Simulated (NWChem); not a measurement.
SiH4TeO; SMILES [SiH3]O[TeH]

```xyz
7

Te    -0.2112    -0.8756     0.0930
H     -0.7957    -0.9251    -1.4746
O      0.7013     0.8904    -0.1229
Si    -0.1207     2.3389     0.0454
H     -1.1898     2.4770    -0.9928
H      0.8932     3.4173    -0.1323
H     -0.7540     2.4563     1.3953
```
Atoms are numbered in this order, from 1.

Level: PBE0/def2-SVP with def2 effective core potentials on Te (NWChem), optimised geometry, unscaled harmonic frequencies. def2 effective core potentials on Te; no spin-orbit coupling.

| frequency (cm⁻¹) | IR intensity (km/mol) |
|---|---|
| 119 | 1.3 |
| 139 | 1.2 |
| 140 | 0.9 |
| 500 | 13.3 |
| 693 | 25.2 |
| 718 | 55.6 |
| 724 | 45.0 |
| 916 | 278.4 |
| 936 | 74.9 |
| 948 | 134.7 |
| 985 | 242.4 |
| 2106 | 60.9 |
| 2220 | 120.1 |
| 2226 | 101.2 |
| 2255 | 128.3 |

zero-point energy: 22.3 kcal/mol
thermal correction to the enthalpy at 298.15 K (with zero-point energy): 26.4 kcal/mol
heat capacity Cv: 17.2 cal/(mol K)
entropy at 298.15 K and 1 atm (symmetry number 1): 78.0 cal/(mol K)

Rigid rotor and harmonic oscillator.
